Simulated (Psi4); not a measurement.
F₂O₂W, triplet, geometry from GFN2-xTB (such geometries of metal compounds can be far from the true shape) (the multiplicity is a formal guess) (core potentials on W); Psi4 with WB97M-V/def2-SVP.

Input for Psi4:
```
memory 2 GB

molecule mol {
0 3
W     0.089280   -0.019613    0.030487
O     1.286755   -0.836465   -0.908916
O     0.705121    0.398882    1.589099
F    -1.136500    1.410216   -0.036564
F    -1.368138   -0.859988   -0.818717
}

set {
  basis def2-svp
  reference uks
}

energy('wb97m-v')
print_variables()
```

Task: Predict the main parts of the log of this Psi4 run.

Result: 
```
   => Loading Basis Set <=

    Name: DEF2-SVP
    Role: ORBITAL
    Keyword: BASIS

    !!!  WARNING: ECP capability is in beta. Please check occupations closely.  !!!

         ---------------------------------------------------------
                                   SCF
               by Justin Turney, Rob Parrish, Andy Simmonett
                          and Daniel G. A. Smith
                              UKS Reference
         ---------------------------------------------------------

  ==> Geometry <==

    Molecular point group: c1
    Full point group: C1

    Geometry (in Angstrom), charge = 0, multiplicity = 3:

       Center              X                  Y                   Z               Mass
    ------------   -----------------  -----------------  -----------------  -----------------
         W            0.086527736228    -0.019008603578     0.029547368304   183.950930920000
         O            1.284002736228    -0.835860603578    -0.909855631696    15.994914619570
         O            0.702368736228     0.399486396422     1.588159368304    15.994914619570
         F           -1.139252263772     1.410820396422    -0.037503631696    18.998403162730
         F           -1.370890263772    -0.859383603578    -0.819656631696    18.998403162730

  Running in c1 symmetry.

  Rotational constants: A =      0.14037  B =      0.13217  C =      0.08077 [cm^-1]
  Rotational constants: A =   4208.22144  B =   3962.24178  C =   2421.44259 [MHz]
  Nuclear repulsion =  220.031264648410428

  Charge       = 0
  Multiplicity = 3
  Electrons    = 48
  Nalpha       = 25
  Nbeta        = 23

  ==> Algorithm <==

  SCF Algorithm Type is DF.
  DIIS enabled.
  MOM disabled.
  Fractional occupation disabled.
  Guess Type is SAD.
  Energy threshold   = 1.00e-06
  Density threshold  = 1.00e-06
  Integral threshold = 1.00e-12

  ==> Primary Basis <==

  Basis Set: DEF2-SVP
    Blend: DEF2-SVP
    Number of shells: 36
    Number of basis functions: 88
    Number of Cartesian functions: 97
    Spherical Harmonics?: true
    Max angular momentum: 3

  Core potential: DEF2-SVP
    Number of shells: 4
    Number of ECP primitives: 10
    Number of ECP core electrons: 60
    Max angular momentum: 3

  ==> DFT Potential <==

   => LibXC <=

    Version 7.1.2
    S. Lehtola, C. Steigemann, M. J. T. Oliveira, and M. A. L. Marques,  SoftwareX 7, 1–5 (2018) (10.1016/j.softx.2017.11.002)

   => Composite Functional: WB97M-V <=

[...]
      Ntotal   =   48.0000089654 ; deviation = 8.965e-06

   @Spin Contamination Metric:   4.441623751E-02
   @S^2 Expected:                2.000000000E+00
   @S^2 Observed:                2.044416238E+00
   @S   Expected:                1.000000000E+00
   @S   Observed:                1.000000000E+00

    Orbital Energies [Eh]
    ---------------------

    Alpha Occupied:

[...]
      25A     -0.371022

    Alpha Virtual:

[...]
    Beta Occupied:

[...]
    Beta Virtual:

[...]
    Final Occupation by Irrep:
              A
    DOCC [    23 ]
    SOCC [     2 ]
    NA   [    25 ]
    NB   [    23 ]

  @DF-UKS Final Energy:  -416.80738247259109

   => Energetics <=

    Nuclear Repulsion Energy =            220.0312646484104278
    One-Electron Energy =               -1035.4494141015029527
    Two-Electron Energy =                 431.0483958179816568
    DFT Exchange-Correlation Energy =     -32.6275356883980194
    Empirical Dispersion Energy =           0.0000000000000000
    VV10 Nonlocal Energy =                  0.1899068509177808
    Total Energy =                       -416.8073824725910868

  UHF NO Occupations:
  HONO-2 :   23  A 1.9793483
  HONO-1 :   24  A 1.0000000
  HONO-0 :   25  A 1.0000000
  LUNO+0 :   26  A 0.0206517
  LUNO+1 :   27  A 0.0004580
  LUNO+2 :   28  A 0.0004151
  LUNO+3 :   29  A 0.0001787

Computation Completed

Properties will be evaluated at   0.000000,   0.000000,   0.000000 [a0]

Properties computed using the SCF density matrix

 Multipole Moments:

 ------------------------------------------------------------------------------------
     Multipole            Electronic (a.u.)      Nuclear  (a.u.)        Total (a.u.)
 ------------------------------------------------------------------------------------

 L = 1.  Multiply by 2.5417464519 to convert [e a0] to [Debye]
 Dipole X            :         11.0405076          -10.3725606            0.6679470
 Dipole Y            :         -2.4256187            2.2786639           -0.1469548
 Dipole Z            :          3.7696298           -3.5420069            0.2276230
 Magnitude           :                                                    0.7208059

 ------------------------------------------------------------------------------------

  Variable Map:
  ----------------------------------------------------------------------------
[...]
  Array Variable Map:
  ----------------------------------------------------------------------------
[...]
[...]
```
